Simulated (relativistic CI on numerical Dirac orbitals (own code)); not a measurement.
# Slater and spin-orbit integrals, Au52+

Method of calculation: Dirac-Coulomb-Breit CI, orbitals from a KLI potential per configuration, QED by a radiative potential, unscaled Slater integrals (own radial code, finite nucleus).

Slater integrals F^k, G^k are unscaled and averaged over j, outside the closed core [Ne]; ζ comes from projecting the Hamiltonian with its Breit term on Σ l·s of the shell.

- 3s2 3p6 3d9: ζ(3d) = 294840 cm⁻¹; <r>(3d) = 0.1609, <r^2>(3d) = 0.03009 (bohr units).
- 3s2 3p5 3d10: ζ(3p) = 2.3021e+06 cm⁻¹; <r>(3p) = 0.1783, <r^2>(3p) = 0.03689 (bohr units).
- 3s2 3p6 3d8 4s: F^2(3d,3d) = 636700, F^4(3d,3d) = 410830, ζ(3d) = 298810, G^2(3d,4s) = 67631 cm⁻¹; <r>(3d) = 0.1601, <r^2>(3d) = 0.02975, <r>(4s) = 0.3489, <r^2>(4s) = 0.1371 (bohr units).

Question: Give the Racah parameters of the d shell in 3s2 3p6 3d8 4s.

Answer: B = F²/49 − 5F⁴/441 = 8336 cm⁻¹ and C = 35F⁴/441 = 32606 cm⁻¹.

Averages of the first 10 configurations, taken without configuration mixing, which lowers the lowest level and can move excited configurations by several eV; other configurations of the list can lie among them:

| Configuration | Parity | States | Average energy above the lowest level (eV) |
| --- | --- | --- | --- |
| 3s2 3p6 3d9 | even | 10 | 36.9 |
| 3s2 3p5 3d10 | odd | 6 | 654.8 |
| 3s 3p6 3d10 | even | 2 | 1206.0 |
| 3s2 3p6 3d8 4s | even | 90 | 1989.4 |
| 3s2 3p6 3d8 4p | odd | 270 | 2197.4 |
| 3s2 3p4 3d10 4s | even | 30 | 3214.1 |
| 3s2 3p6 3d8 4d | even | 450 | 2427.7 |
| 3s2 3p4 3d10 4p | odd | 90 | 3422.7 |
| 3s2 3p5 3d9 4s | odd | 120 | 2597.3 |
| 3s2 3p6 3d8 4f | odd | 630 | 2613.0 |
